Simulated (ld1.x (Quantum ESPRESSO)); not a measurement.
barium: TM pseudisation with PBE, fully relativistic reference atom.

ld1.x (Quantum ESPRESSO) 7.5 input, shortened:

```
&input
   title='Ba', zed=56., rel=2, dft='PBE', iswitch=3,
   config='[Xe] 5d0 6s1.75 6p0.25', rel_dist='average'
 /
 &inputp
   pseudotype=2, tm=.true., lloc=2,
   nlcc=.true., rcore=1.00
 /
3
5S  1  0   2.00   0.00  2.05  2.05  0.0
5P  2  1   6.00   0.00  3.20  3.20  0.0
5D  3  2   0.00   0.00  2.75  2.75  0.0
 &test
   configts(1)='5s2 5p6 5d0 6s1.75 6p0.25'
 /
```

Open shells are filled in proportion to 2j + 1 (rel_dist='average').

Occupied shells without a wave of their own: 6p, 6s. They enter only through the test configuration that unscreens the potential, and ld1.x also counts them in the model core charge.

**Question.** Does this generation succeed?

**Answer.** No. ld1.x (Quantum ESPRESSO) 7.5 stopped with "run_pseudo: Errors in PS-KS equation": the pseudo-atom solver did not find the valence states with the expected number of nodes, which is the usual sign of a ghost state. Before that it printed "Warning: n=2, l=0 expected 1 nodes, found 2".
